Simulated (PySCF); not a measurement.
ClK, singlet, at a GFN2-xTB geometry (such geometries of metal compounds can be far from the true shape); B97M-V/6-31G* in PySCF.

Input for PySCF:
```python
from pyscf import gto, scf, dft

mol = gto.M(
    atom='''
K    -0.000000   -0.000000   -1.217850
Cl    0.000000    0.000000    1.361126
''',
    basis='6-31g*',
    charge=0,
    spin=0,
    verbose=4,
)

mf = dft.RKS(mol)
mf.xc = 'b97m_v'
mf.grids.atom_grid = (99, 590)
mf.grids.prune = None
mf.kernel()
```

The log (banner, timings and long lists left out):

```
PySCF version 2.14.0

[INPUT] verbose = 4
[INPUT] num. atoms = 2
[INPUT] num. electrons = 36
[INPUT] charge = 0
[INPUT] spin (= nelec alpha-beta = 2S) = 0
[INPUT] symmetry False subgroup None
[INPUT] Mole.unit = angstrom
[INPUT] Symbol           X                Y                Z      unit          X                Y                Z       unit  Magmom
[INPUT]  1 K      0.000000000000   0.000000000000  -1.217850000000 AA    0.000000000000   0.000000000000  -2.301402960802 Bohr   0.0
[INPUT]  2 Cl     0.000000000000   0.000000000000   1.361126000000 AA    0.000000000000   0.000000000000   2.572155361025 Bohr   0.0

nuclear repulsion = 66.2760099850328
number of shells = 18
number of NR pGTOs = 126
number of NR cGTOs = 40
basis = 6-31g*
ecp = {}

******** <class 'pyscf.dft.rks.RKS'> ********
method = RKS
initial guess = minao
damping factor = 0
level_shift factor = 0
DIIS = <class 'pyscf.scf.diis.CDIIS'>
diis_start_cycle = 1
diis_space = 8
diis_damp = 0
SCF conv_tol = 1e-09
SCF conv_tol_grad = None
SCF max_cycles = 50
direct_scf = True
direct_scf_tol = 1e-13
XC library pyscf.dft.libxc version 7.1.2
    S. Lehtola, C. Steigemann, M. J. T. Oliveira, and M. A. L. Marques,  SoftwareX 7, 1–5 (2018)
XC functionals = b97m_v
    N. Mardirossian and M. Head-Gordon,  J. Chem. Phys. 142, 074111 (2015)
radial grids:
    Treutler-Ahlrichs [JCP 102, 346 (1995); DOI:10.1063/1.469408] (M4) radial grids

becke partition: Becke, JCP 88, 2547 (1988); DOI:10.1063/1.454033
pruning grids: None
grids dens level: 3
symmetrized grids: False
atomic radii adjust function: <function treutler_atomic_radii_adjust>
User specified grid scheme (99, 590)
** Following is NLC and NLC Grids **
NLC functional = b97m_v
radial grids:
    Treutler-Ahlrichs [JCP 102, 346 (1995); DOI:10.1063/1.469408] (M4) radial grids

becke partition: Becke, JCP 88, 2547 (1988); DOI:10.1063/1.454033
pruning grids: <function nwchem_prune>
grids dens level: 3
symmetrized grids: False
atomic radii adjust function: <function treutler_atomic_radii_adjust>
small_rho_cutoff = 0
Set gradient conv threshold to 3.16228e-05
Initial guess from minao.
tot grids = 116824
tot grids = 38920
init E= -1059.74614630719
  HOMO = -0.371709388428008  LUMO = -0.077944390111737  gap/eV = 7.99375
cycle= 1 E= -1059.80775649283  delta_E= -0.0616  |g|= 0.398  |ddm|= 0.975
  HOMO = -0.0708686856635905  LUMO = -0.0492515131359785  gap/eV = 0.58823
cycle= 2 E= -1059.48027891503  delta_E= 0.327  |g|= 0.968  |ddm|=    2
  HOMO = -0.203504279483844  LUMO = -0.0581698176707484  gap/eV = 3.95475
cycle= 3 E= -1059.8672697763  delta_E= -0.387  |g|= 0.0362  |ddm|= 1.54
  HOMO = -0.178412836595622  LUMO = -0.063167515368429  gap/eV = 3.13598
cycle= 4 E= -1059.86805177091  delta_E= -0.000782  |g|= 0.0132  |ddm|= 0.134
  HOMO = -0.179341120333649  LUMO = -0.0637633196913827  gap/eV = 3.14503
cycle= 5 E= -1059.86810051772  delta_E= -4.87e-05  |g|= 0.00306  |ddm|= 0.0158
  HOMO = -0.180064785399018  LUMO = -0.0641443439357114  gap/eV = 3.15436
cycle= 6 E= -1059.86810315357  delta_E= -2.64e-06  |g|= 0.000268  |ddm|= 0.00333
  HOMO = -0.180147152413737  LUMO = -0.0642070927588265  gap/eV = 3.15489
cycle= 7 E= -1059.86810317837  delta_E= -2.48e-08  |g|= 1.52e-05  |ddm|= 0.000438
  HOMO = -0.180152839595992  LUMO = -0.0642094754248854  gap/eV = 3.15498
cycle= 8 E= -1059.86810317845  delta_E= -8e-11  |g|= 2.17e-06  |ddm|= 2.43e-05
  HOMO = -0.180154124475465  LUMO = -0.0642093755837738  gap/eV = 3.15502
Extra cycle  E= -1059.86810317845  delta_E= 1.36e-12  |g|= 2.68e-06  |ddm|= 8.48e-06
converged SCF energy = -1059.86810317845
```
